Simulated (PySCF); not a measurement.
Compound: PhCHFCH2OH, C₈H₉FO.
Atom-mapped SMILES: `[OH:1][CH2:2][C@H:3]([F:4])[c:5]1[cH:6][cH:7][cH:8][cH:9][cH:10]1` (hydrogens: H11 on O1; H12, H13 on C2; H14 on C3; H15 on C6; H16 on C7; H17 on C8; H18 on C9; H19 on C10)

The same species was optimised twice, with GFN2-xTB and with PBE0-D3(BJ)/def2-SVP (PySCF), and the same property calculations (PySCF, gas phase) were run on both structures.

```csv
coordinate,GFN2-xTB,PBE0-D3(BJ)/def2-SVP,change
C2–C3 (Å),1.537,1.520,-0.017
C7–C8 (Å),1.384,1.394,+0.010
C9–C10 (Å),1.383,1.393,+0.010
C5–C6 (Å),1.387,1.397,+0.010
C8–C9 (Å),1.386,1.395,+0.009
C6–C7 (Å),1.384,1.393,+0.009
C5–C10 (Å),1.390,1.398,+0.008
O1–C2 (Å),1.400,1.394,-0.006
C3–C5 (Å),1.503,1.500,-0.003
C3–F4 (Å),1.387,1.389,+0.002
C2–C3–C5 (°),111.2,112.9,+1.7
C2–C3–F4 (°),107.4,106.3,-1.1
O1–C2–C3 (°),112.4,111.5,-0.9
C3–C5–C10 (°),119.3,120.1,+0.8
C3–C5–C6 (°),121.2,120.5,-0.7
F4–C3–C5 (°),111.0,110.6,-0.4
C5–C10–C9 (°),120.2,120.3,+0.1
C6–C5–C10 (°),119.5,119.4,-0.1
O1–C2–C3–F4 (°),-65,-57,+8
C2–C3–C5–C6 (°),98,95,-3
```

Rotational constants: A = 3077, B = 782.1, C = 682.5 MHz (GFN2-xTB) against A = 3153, B = 773.3, C = 682.3 MHz (PBE0-D3(BJ)/def2-SVP). Point groups within 0.08 Å: C1 and C1.

On the GFN2-xTB structure: HOMO (eV) -7.32 [PBE0/pcSseg-1]; LUMO (eV) -0.48 [PBE0/pcSseg-1]; dipole (D) 1.49 [PBE0/pcSseg-1]; GIAO shielding of O1 (ppm) 301.6 [PBE0/pcSseg-1]; GIAO shielding of C2 (ppm) 111.1 [PBE0/pcSseg-1]; GIAO shielding of C3 (ppm) 85.0 [PBE0/pcSseg-1]; GIAO shielding of F4 (ppm) 403.7 [PBE0/pcSseg-1]; GIAO shielding of C5 (ppm) 43.0 [PBE0/pcSseg-1]; GIAO shielding of C6/C10 (mean) (ppm) 57.2 [PBE0/pcSseg-1]; GIAO shielding of C7/C9 (mean) (ppm) 52.8 [PBE0/pcSseg-1]; GIAO shielding of C8 (ppm) 53.6 [PBE0/pcSseg-1].

Q: What do these properties become on the PBE0-D3(BJ)/def2-SVP structure?

A: 
```json
{"property": "HOMO (eV)", "level": "PBE0/pcSseg-1", "on GFN2-xTB": "-7.32", "on PBE0-D3(BJ)/def2-SVP": "-7.34", "change": "-0.02"}
{"property": "LUMO (eV)", "level": "PBE0/pcSseg-1", "on GFN2-xTB": "-0.48", "on PBE0-D3(BJ)/def2-SVP": "-0.55", "change": "-0.07"}
{"property": "dipole (D)", "level": "PBE0/pcSseg-1", "on GFN2-xTB": "1.49", "on PBE0-D3(BJ)/def2-SVP": "1.75", "change": "+0.26"}
{"property": "energy, GFN2-xTB geometry as zero (kcal/mol)", "level": "PBE0/pcSseg-1", "on GFN2-xTB": "0.0", "on PBE0-D3(BJ)/def2-SVP": "-0.5", "change": "-0.5"}
{"property": "GIAO shielding of O1 (ppm)", "level": "PBE0/pcSseg-1", "on GFN2-xTB": "301.6", "on PBE0-D3(BJ)/def2-SVP": "305.1", "change": "+3.5"}
{"property": "GIAO shielding of C2 (ppm)", "level": "PBE0/pcSseg-1", "on GFN2-xTB": "111.1", "on PBE0-D3(BJ)/def2-SVP": "112.7", "change": "+1.6"}
{"property": "GIAO shielding of C3 (ppm)", "level": "PBE0/pcSseg-1", "on GFN2-xTB": "85.0", "on PBE0-D3(BJ)/def2-SVP": "86.9", "change": "+1.9"}
{"property": "GIAO shielding of F4 (ppm)", "level": "PBE0/pcSseg-1", "on GFN2-xTB": "403.7", "on PBE0-D3(BJ)/def2-SVP": "403.2", "change": "-0.5"}
{"property": "GIAO shielding of C5 (ppm)", "level": "PBE0/pcSseg-1", "on GFN2-xTB": "43.0", "on PBE0-D3(BJ)/def2-SVP": "41.4", "change": "-1.6"}
{"property": "GIAO shielding of C6/C10 (mean) (ppm)", "level": "PBE0/pcSseg-1", "on GFN2-xTB": "57.2", "on PBE0-D3(BJ)/def2-SVP": "54.7", "change": "-2.5"}
{"property": "GIAO shielding of C7/C9 (mean) (ppm)", "level": "PBE0/pcSseg-1", "on GFN2-xTB": "52.8", "on PBE0-D3(BJ)/def2-SVP": "50.3", "change": "-2.5"}
{"property": "GIAO shielding of C8 (ppm)", "level": "PBE0/pcSseg-1", "on GFN2-xTB": "53.6", "on PBE0-D3(BJ)/def2-SVP": "50.7", "change": "-2.9"}
```

The heavy atoms differ by 0.065 Å rms after alignment. Among bonds between heavy atoms C2–C3 changes most (-0.017 Å). Changes are differences of the printed values. Neither structure is proved a minimum here.

The values belong to the conformer `[OH:1][CH2:2][C@H:3]([F:4])[c:5]1[cH:6][cH:7][cH:8][cH:9][cH:10]1`: O1–C2–C3–F4 -57°, C2–C3–C5–C6 95°, H–O1–C2–C3 54°.
